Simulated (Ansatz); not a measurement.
`[F][Ga]([F])[Br]` + H₂S → `[F][Ga]([F])[SH]` + HBr  (ligand exchange at a Ga–Br bond)

Isolated molecules relaxed with PBE0-D4/def2-TZVP in Ansatz; ΔE leaves out vibrations. CBS: MP2 limit from def2 TZ/QZ plus the TZ coupled-cluster correction, frozen cores. This one scheme is used for every species. Functionals use def2-TZVPP. B3LYP here is the variant with VWN-RPA as its local correlation; programs differ in this. For Br, Ga outer-core shells are correlated without core-valence functions, which leaves a few kJ/mol of doubt a bond. Scalar relativity is left out up to krypton. One conformer a species, not always the lowest.

| level | ΔE (kJ/mol) |
| --- | --- |
| B3LYP-D4 | 26.2 |
| BLYP | 24.7 |
| CCSD/def2-SVP | 27.7 |
| MP2/def2-TZVPP | 28.1 |

Problem. What does CCSD(T)/CBS give? (Estimate.)

Solution. The calculation gave: +26.0 kJ/mol. The listed levels differ from it by 0.2, -1.3, 1.7, 2.1 kJ/mol.

Problem. What do rigid-rotor, harmonic-oscillator terms from PBE0-D4/def2-TZVP frequencies (298.15 K, 1 bar) make of the CCSD(T)/CBS value? (An estimate is asked.)

Solution. The calculation gave: ΔZPE = -1.3 kJ/mol, ΔH = +24.6 kJ/mol, ΔS = -3 J/(mol·K), ΔG = +25.6 kJ/mol.

Largest T1 diagnostic among the species: 0.014.

From PBE to PBE0 (25 % exact exchange), in def2-TZVPP and without D4, ΔE moves by +3.5 kJ/mol. Leaving LDA and LC-ωPBE aside and taking each functional with its dispersion term where it has one, the values, not all of them listed here, spread over 9.3 kJ/mol, from PBE-D4 to BHLYP-D4. LDA lies −4.6 kJ/mol from PBE without D4. In def2-TZVPP, CCSD(T) changes the Hartree–Fock value by −12.6 kJ/mol (the triples alone add −1.8 kJ/mol) and MP2 by −12.3 kJ/mol.
